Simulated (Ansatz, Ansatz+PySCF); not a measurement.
```xyz
3

Ni    0.0000    0.0000    0.0000
Cl    0.0000    0.0000    2.0560
Cl    0.0000    0.0000   -2.0560
```

Basis set: def2-SVP (spherical functions). Left uncorrelated: 15 orbitals. Correlation on ROHF uses semicanonical orbitals with singles. Charge 0, multiplicity 3.

Computed with Ansatz (development build ahead of 0.2.0); each method stands on the lowest determinant of its kind that the runs found. Restricted functionals stand beside restricted open-shell atoms, which can lie above the unrestricted atoms usual in DFT and then raise those values.

Q: Give the atomization energy at this shape (free ground-state atoms in the same class of orbitals less the molecule, no zero-point energy) of triplet NiCl2 by ωB97X (unrestricted), ωB97X (restricted open-shell), r²SCAN (unrestricted), r²SCAN (restricted open-shell), PBE0 (unrestricted), PBE0 (restricted open-shell), PBE (unrestricted), PBE (restricted open-shell), ROHF-MP2, UHF-MP2, UHF, ROHF.

A:

| method | atomization energy |
| --- | --- |
| ωB97X (unrestricted) | 7.74 eV |
| ωB97X (restricted open-shell) | 7.79 eV |
| r²SCAN (unrestricted) | 8.40 eV |
| r²SCAN (restricted open-shell) | 8.52 eV |
| PBE0 (unrestricted) | 7.76 eV |
| PBE0 (restricted open-shell) | 7.83 eV |
| PBE (unrestricted) | 8.42 eV |
| PBE (restricted open-shell) | 8.47 eV |
| ROHF-MP2 | 6.92 eV |
| UHF-MP2 | 6.96 eV |
| UHF | 5.32 eV |
| ROHF | 5.51 eV |

Caution: other spin multiplicities were not run. Caution for ROHF-MP2, UHF-MP2, UHF, ROHF: the determinant may break the point group.
